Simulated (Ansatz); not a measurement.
A short molecular-dynamics run on C$_{3}$H$_{7}$BO, SMILES `CB(C)C=O`.

```yaml
crystal:
  periodic: [false, false, false]
  atoms:
    - {symbol: C, position_ang: [-1.362682, -0.259513, 0.628739]}
    - {symbol: B, position_ang: [0.014541, 0.074601, -0.020433]}
    - {symbol: C, position_ang: [1.321343, -0.736686, 0.231835]}
    - {symbol: C, position_ang: [0.086818, 1.279158, -1.046338]}
    - {symbol: O, position_ang: [-0.166274, 1.102094, -2.219151]}
    - {symbol: H, position_ang: [-1.539486, 0.483572, 1.420705]}
    - {symbol: H, position_ang: [-1.409230, -1.244741, 1.096553]}
    - {symbol: H, position_ang: [-2.194245, -0.142881, -0.071727]}
    - {symbol: H, position_ang: [1.295657, -1.356627, 1.130106]}
    - {symbol: H, position_ang: [2.235924, -0.138395, 0.219296]}
    - {symbol: H, position_ang: [1.404466, -1.420147, -0.627444]}
    - {symbol: H, position_ang: [0.390071, 2.304466, -0.708241]}
basis:
  gaussian: {orbitals: "6-31G*"}
hamiltonian: {xc: {name: revPBE}, dispersion: d3bjatm}
md: {timestep: 1 fs, n_steps: 50, ensemble: nvt_langevin, temperature: 700, initial_velocities: maxwell_boltzmann, friction: 0.01, seed: 722}
```

```sh
$ ansatz run in.yaml --threads 4 --pin off --events-out ev --progress --plain --max-ram 10444MiB
```

```tsv
step	time (fs)	potential energy (eV)	kinetic (eV)	T (K)	conserved (eV)
0	0.0	-5946.7724	0.9953	642	–
1	1.0	-5946.6681	0.8726	563	–
2	2.0	-5946.4244	0.6953	448	–
3	3.0	-5946.2740	0.5611	362	–
4	4.0	-5946.2836	0.5353	345	–
5	5.0	-5946.3721	0.5811	375	–
6	6.0	-5946.4469	0.6739	434	–
7	7.0	-5946.4064	0.6646	428	–
8	8.0	-5946.2443	0.4839	312	–
9	9.0	-5946.2175	0.4905	316	–
10	10.0	-5946.4391	0.6527	421	–
11	11.0	-5946.5965	0.8554	551	–
12	12.0	-5946.4894	0.8464	546	–
13	13.0	-5946.2622	0.6165	397	–
14	14.0	-5946.1427	0.4420	285	–
15	15.0	-5946.1585	0.4538	293	–
16	16.0	-5946.2107	0.4970	320	–
17	17.0	-5946.2276	0.5138	331	–
18	18.0	-5946.1762	0.5275	340	–
19	19.0	-5946.0631	0.4184	270	–
20	20.0	-5945.9928	0.3451	222	–
21	21.0	-5946.1330	0.4806	310	–
22	22.0	-5946.3722	0.7203	464	–
23	23.0	-5946.4145	0.8389	541	–
24	24.0	-5946.2830	0.6810	439	–
25	25.0	-5946.2088	0.6194	399	–
26	26.0	-5946.2311	0.5972	385	–
27	27.0	-5946.2830	0.6329	408	–
28	28.0	-5946.3175	0.6607	426	–
29	29.0	-5946.3264	0.6353	410	–
30	30.0	-5946.2984	0.6474	417	–
31	31.0	-5946.1837	0.5557	358	–
32	32.0	-5946.0494	0.5082	328	–
33	33.0	-5946.1616	0.6458	416	–
34	34.0	-5946.3275	0.8329	537	–
35	35.0	-5946.2908	0.8162	526	–
36	36.0	-5946.2235	0.6934	447	–
37	37.0	-5946.1974	0.7071	456	–
38	38.0	-5946.1877	0.6637	428	–
39	39.0	-5946.1845	0.6790	438	–
40	40.0	-5946.1916	0.6768	436	–
41	41.0	-5946.2069	0.6644	428	–
42	42.0	-5946.1587	0.6115	394	–
43	43.0	-5946.0239	0.4833	312	–
44	44.0	-5946.0690	0.5097	329	–
45	45.0	-5946.2286	0.6043	390	–
46	46.0	-5946.2532	0.6345	409	–
47	47.0	-5946.2245	0.6431	415	–
48	48.0	-5946.2169	0.6509	420	–
49	49.0	-5946.2126	0.6883	444	–
50	50.0	-5946.2077	0.6478	418	–
```

Velocities are drawn at the set temperature; a run this short doesn't reach equilibrium.

Frames (Å, forces in eV/Å):

```xyz
12
time=0.0 fs
C    -1.363   -0.260    0.629   -0.034   -0.063    0.013
B     0.015    0.075   -0.020    0.010    0.173   -0.088
C     1.321   -0.737    0.232    0.027   -0.038    0.015
C     0.087    1.279   -1.046    0.320    0.262    1.549
O    -0.166    1.102   -2.219   -0.455   -0.445   -1.958
H    -1.539    0.484    1.421   -0.063    0.237    0.253
H    -1.409   -1.245    1.097   -0.039   -0.359    0.171
H    -2.194   -0.143   -0.072   -0.291    0.036   -0.237
H     1.296   -1.357    1.130    0.000   -0.230    0.317
H     2.236   -0.138    0.219    0.328    0.199    0.002
H     1.404   -1.420   -0.627    0.042   -0.224   -0.263
H     0.390    2.304   -0.708    0.155    0.453    0.225
12
time=3.0 fs
C    -1.364   -0.233    0.624   -2.875   -3.173   -0.680
B     0.020    0.064   -0.010   -0.111    0.560   -0.587
C     1.318   -0.750    0.217    0.843    0.462   -0.986
C     0.080    1.298   -1.026    0.030    0.223   -0.592
O    -0.152    1.093   -2.230   -0.014   -0.249    0.366
H    -1.607    0.490    1.408   -0.301    0.464    0.072
H    -1.515   -1.308    1.149    0.677    1.997   -0.909
H    -2.279   -0.262   -0.205    2.083    0.567    1.814
H     1.355   -1.296    1.106   -0.481   -1.488    1.870
H     2.243   -0.176    0.290    0.347    0.728   -0.403
H     1.520   -1.461   -0.602   -0.230   -0.067   -0.242
H     0.341    2.359   -0.730    0.033   -0.023    0.278
12
time=6.0 fs
C    -1.388   -0.224    0.616   -1.665   -1.601    0.354
B     0.025    0.056   -0.002   -0.439    0.874   -0.751
C     1.325   -0.757    0.193    2.086   -1.426    2.100
C     0.078    1.314   -1.018   -0.001    0.091   -1.331
O    -0.136    1.082   -2.236    0.135   -0.051    1.419
H    -1.697    0.531    1.392    0.028   -0.040   -0.753
H    -1.577   -1.217    1.138    0.839    0.599   -0.168
H    -2.189   -0.324   -0.197    0.734    0.891    0.622
H     1.339   -1.347    1.196   -0.470    0.447   -1.295
H     2.277   -0.164    0.334   -0.678    0.115   -0.549
H     1.609   -1.519   -0.583   -0.509    0.469    0.148
H     0.313    2.396   -0.739   -0.060   -0.366    0.205
12
time=9.0 fs
C    -1.421   -0.220    0.608    2.791    2.248    2.043
B     0.031    0.054   -0.001   -0.523    0.862   -0.653
C     1.347   -0.779    0.181    1.537   -0.615    2.226
C     0.075    1.327   -1.022    0.135   -0.500   -0.749
O    -0.119    1.078   -2.233    0.010   -0.044    0.979
H    -1.782    0.574    1.317    0.236    0.065   -0.700
H    -1.589   -1.083    1.141    0.192   -2.748    1.634
H    -2.065   -0.301   -0.162   -2.768    0.274   -3.267
H     1.287   -1.338    1.194   -0.108    0.323   -1.241
H     2.294   -0.146    0.353   -1.052   -0.375   -0.619
H     1.637   -1.554   -0.575   -0.429    0.490    0.130
H     0.297    2.396   -0.738   -0.022    0.021    0.218
12
time=12.0 fs
C    -1.435   -0.198    0.608   -0.063   -1.058   -0.980
B     0.036    0.069   -0.006   -0.248    0.372   -0.557
C     1.382   -0.805    0.184   -1.304    1.444   -0.015
C     0.080    1.336   -1.030    0.092   -1.139    0.295
O    -0.104    1.076   -2.225   -0.104   -0.095   -0.106
H    -1.864    0.616    1.192    0.090    0.653    0.224
H    -1.581   -1.125    1.238    0.189    0.462   -0.668
H    -2.124   -0.229   -0.320    0.683   -0.241    1.034
H     1.246   -1.273    1.118   -0.139   -1.334    1.575
H     2.242   -0.167    0.337    0.704    0.590   -0.317
H     1.626   -1.550   -0.556   -0.024   -0.456   -0.719
H     0.261    2.379   -0.722    0.125    0.801    0.233
12
time=15.0 fs
C    -1.449   -0.181    0.607   -0.419   -0.601   -1.864
B     0.037    0.087   -0.019   -0.088   -0.270   -0.238
C     1.412   -0.823    0.186   -2.904    0.839    0.431
C     0.084    1.337   -1.039    0.147   -0.144    1.335
O    -0.090    1.073   -2.222   -0.132   -0.101   -0.910
H    -1.930    0.698    1.080    0.432   -0.042    0.364
H    -1.541   -1.122    1.284   -0.232    1.293   -1.248
H    -2.153   -0.164   -0.421    1.487   -0.825    2.264
H     1.204   -1.294    1.144    0.383   -0.601    0.477
H     2.225   -0.143    0.288    1.268    0.644   -0.008
H     1.613   -1.581   -0.566    0.008   -0.225   -0.438
H     0.213    2.410   -0.688    0.051    0.033   -0.164
12
time=18.0 fs
C    -1.462   -0.172    0.591    1.013    2.772   -1.162
B     0.035    0.099   -0.035    0.213   -0.727    0.328
C     1.424   -0.837    0.193   -1.792    0.978    0.903
C     0.091    1.335   -1.038    0.124    0.871    1.424
O    -0.076    1.070   -2.221   -0.110   -0.081   -0.987
H    -1.944    0.785    1.040    0.972   -1.225    0.000
H    -1.490   -1.024    1.241   -0.626   -0.767    0.362
H    -2.059   -0.162   -0.351   -0.146   -1.009    0.213
H     1.186   -1.377    1.187    0.958    0.691   -1.062
H     2.273   -0.060    0.239   -0.636   -1.433    0.115
H     1.589   -1.638   -0.578    0.001    0.751    0.292
H     0.179    2.451   -0.670    0.030   -0.822   -0.427
12
time=21.0 fs
C    -1.469   -0.145    0.567    3.447    2.153    1.502
B     0.026    0.099   -0.048    0.641   -0.746    0.575
C     1.423   -0.839    0.203   -1.803    1.069    0.082
C     0.094    1.343   -1.026   -0.089   -0.314   -0.154
O    -0.064    1.064   -2.227    0.032    0.092    0.102
H    -1.910    0.777    1.010    0.316   -0.256    0.222
H    -1.476   -0.975    1.218   -0.488   -1.271    0.978
H    -1.993   -0.250   -0.292   -2.407   -1.009   -3.188
H     1.229   -1.430    1.150    0.755    0.836   -0.399
H     2.267   -0.058    0.186   -0.570   -1.473    0.374
H     1.571   -1.642   -0.562    0.043    0.695   -0.053
H     0.157    2.414   -0.693    0.123    0.225   -0.042
12
time=24.0 fs
C    -1.449   -0.114    0.549    0.633   -3.272   -2.098
B     0.020    0.095   -0.057    0.870   -0.649    0.634
C     1.406   -0.834    0.207   -3.101    1.004   -1.079
C     0.091    1.352   -1.017   -0.044   -1.581   -1.268
O    -0.053    1.064   -2.233    0.099    0.333    0.896
H    -1.852    0.756    0.990   -0.859    1.346    0.580
H    -1.506   -1.012    1.242   -0.116    0.853   -0.476
H    -2.062   -0.406   -0.437    0.762    0.657    1.818
H     1.347   -1.434    1.078   -0.041   -0.418    1.648
H     2.212   -0.155    0.185    1.616    0.807    0.193
H     1.557   -1.580   -0.560    0.051   -0.267   -1.068
H     0.160    2.390   -0.697    0.131    1.186    0.220
12
time=27.0 fs
C    -1.424   -0.108    0.517   -1.629   -1.943   -1.134
B     0.021    0.086   -0.060    1.071   -0.127    0.467
C     1.369   -0.822    0.201   -0.436    0.295   -0.701
C     0.085    1.348   -1.022    0.368   -0.150   -0.473
O    -0.043    1.068   -2.227   -0.019    0.184    0.273
H    -1.844    0.822    1.010   -0.010   -0.739   -0.761
H    -1.516   -0.981    1.224    0.073    0.645   -0.228
H    -2.107   -0.513   -0.471    1.409    1.481    2.360
H     1.462   -1.437    1.104   -0.602   -0.092    0.312
H     2.285   -0.218    0.193    0.151    0.467   -0.076
H     1.553   -1.528   -0.644   -0.344    0.176    0.022
H     0.176    2.436   -0.694   -0.031   -0.197   -0.062
12
time=30.0 fs
C    -1.407   -0.113    0.476   -1.148    0.713    0.670
B     0.026    0.071   -0.061    1.022    0.859    0.132
C     1.334   -0.805    0.188    2.261   -0.802    0.438
C     0.082    1.344   -1.027    0.736    0.494    0.719
O    -0.027    1.070   -2.218   -0.190   -0.087   -0.915
H    -1.867    0.818    0.991    0.509   -1.010   -1.084
H    -1.506   -0.904    1.176    0.118   -1.148    1.371
H    -2.059   -0.492   -0.328   -0.254    0.602   -0.422
H     1.492   -1.450    1.155   -1.034    0.670   -1.542
H     2.347   -0.249    0.197   -1.359    0.056   -0.185
H     1.529   -1.467   -0.731   -0.531    0.348    0.932
H     0.184    2.456   -0.696   -0.129   -0.694   -0.114
12
time=33.0 fs
C    -1.396   -0.117    0.445    2.075   -0.857    4.273
B     0.034    0.064   -0.067    0.734    1.410   -0.107
C     1.311   -0.794    0.183    1.985    0.215    0.026
C     0.086    1.342   -1.022    0.686   -0.435    0.911
O    -0.013    1.074   -2.211   -0.211   -0.123   -1.426
H    -1.855    0.731    0.906   -0.250    1.392    0.302
H    -1.492   -0.906    1.216    0.247   -0.141    0.153
H    -2.043   -0.424   -0.239   -3.162   -1.332   -3.987
H     1.436   -1.411    1.093   -0.777   -0.407   -0.299
H     2.322   -0.277    0.177   -0.909    0.488   -0.051
H     1.477   -1.373   -0.748   -0.370   -0.578    0.093
H     0.169    2.406   -0.682   -0.048    0.366    0.112
12
time=36.0 fs
C    -1.382   -0.129    0.446   -2.647   -3.334    0.329
B     0.053    0.070   -0.070   -0.237    1.459   -0.321
C     1.302   -0.776    0.182    0.033    0.351   -1.027
C     0.102    1.344   -1.013    0.368   -1.638    0.402
O     0.006    1.078   -2.208   -0.095    0.149   -1.135
H    -1.869    0.734    0.850   -0.154    1.377    0.504
H    -1.464   -0.928    1.304    0.016    0.946   -1.421
H    -2.221   -0.416   -0.384    2.019    0.251    1.383
H     1.318   -1.419    1.010   -0.247   -1.387    1.469
H     2.234   -0.259    0.151    1.097    1.083    0.204
H     1.405   -1.350   -0.735   -0.189   -0.817   -0.637
H     0.146    2.360   -0.642    0.035    1.560    0.251
12
time=39.0 fs
C    -1.388   -0.158    0.455   -2.966    0.698   -0.658
B     0.071    0.089   -0.070   -1.586    0.844   -0.183
C     1.295   -0.751    0.177    0.399   -2.920    0.222
C     0.121    1.337   -0.998    0.056    0.314   -0.340
O     0.024    1.080   -2.211    0.072    0.516    0.169
H    -1.865    0.842    0.841    0.868   -1.272   -0.325
H    -1.431   -0.889    1.298   -0.348    0.065   -0.535
H    -2.244   -0.392   -0.433    2.326    0.126    2.054
H     1.187   -1.516    1.045    0.504    1.225   -1.022
H     2.204   -0.161    0.150    0.719    0.014    0.421
H     1.363   -1.413   -0.761   -0.081    0.598    0.735
H     0.127    2.407   -0.573    0.036   -0.208   -0.539
12
time=42.0 fs
C    -1.414   -0.182    0.454    1.742    3.466    0.615
B     0.078    0.113   -0.072   -2.138   -0.307    0.484
C     1.287   -0.744    0.176    1.302   -1.826    0.336
C     0.133    1.329   -0.984   -0.362    1.986   -1.425
O     0.041    1.088   -2.213    0.204    0.561    1.155
H    -1.793    0.846    0.820    0.301   -1.090   -0.082
H    -1.428   -0.855    1.261   -0.374   -1.412    1.224
H    -2.070   -0.374   -0.336   -1.380   -0.890   -1.624
H     1.103   -1.522    1.020    0.876    1.362   -0.806
H     2.211   -0.064    0.187   -0.593   -1.441    0.348
H     1.324   -1.421   -0.750    0.239    0.821    0.599
H     0.086    2.452   -0.543    0.184   -1.230   -0.826
12
time=45.0 fs
C    -1.433   -0.182    0.452    3.087   -0.613    1.601
B     0.063    0.132   -0.074   -1.442   -1.295    0.907
C     1.285   -0.746    0.180    0.252    1.067   -0.549
C     0.139    1.334   -0.973   -0.647    2.162   -1.823
O     0.057    1.098   -2.206    0.265    0.326    1.018
H    -1.705    0.767    0.823   -1.162    1.582    0.727
H    -1.480   -0.919    1.291   -0.075    0.106   -0.584
H    -2.014   -0.422   -0.374   -1.699   -0.656   -1.789
H     1.068   -1.428    0.954    0.355   -0.903    1.673
H     2.168   -0.086    0.242    0.353   -0.744    0.239
H     1.317   -1.371   -0.705    0.426   -0.279   -0.933
H     0.064    2.435   -0.572    0.287   -0.754   -0.488
12
time=48.0 fs
C    -1.433   -0.186    0.452   -0.381   -1.483   -1.396
B     0.038    0.135   -0.074   -0.516   -1.236    0.691
C     1.289   -0.746    0.172   -1.385   -0.076   -0.091
C     0.143    1.350   -0.973   -0.615    0.478   -1.483
O     0.077    1.108   -2.193    0.236   -0.154   -0.093
H    -1.704    0.783    0.879   -1.047    0.292   -0.019
H    -1.522   -0.972    1.275    0.104    0.604   -1.028
H    -2.102   -0.508   -0.537    1.246    1.020    2.501
H     1.074   -1.376    1.012    0.237   -0.867    0.738
H     2.160   -0.164    0.309    1.588    0.634    0.136
H     1.362   -1.342   -0.738    0.303   -0.403   -0.402
H     0.084    2.391   -0.654    0.229    1.189    0.446
12
time=50.0 fs
C    -1.433   -0.194    0.442   -1.602    0.426   -1.133
B     0.016    0.129   -0.075    0.172   -0.708    0.513
C     1.288   -0.747    0.165   -0.157   -0.969    1.048
C     0.141    1.358   -0.979   -0.479    0.192   -0.327
O     0.087    1.113   -2.181    0.135   -0.652   -1.504
H    -1.761    0.817    0.921   -0.294   -1.384   -0.888
H    -1.548   -0.974    1.219    0.165   -0.017   -0.236
H    -2.132   -0.527   -0.534    1.413    1.186    2.409
H     1.082   -1.390    1.096    0.474    0.195   -1.367
H     2.232   -0.202    0.351   -0.070    0.052   -0.236
H     1.409   -1.340   -0.794    0.021    0.079    0.875
H     0.119    2.400   -0.708    0.222    1.599    0.846
```

It took 82 s on 4 threads of an Intel Xeon on a shared host, with 0.14 GiB of host memory at the peak.
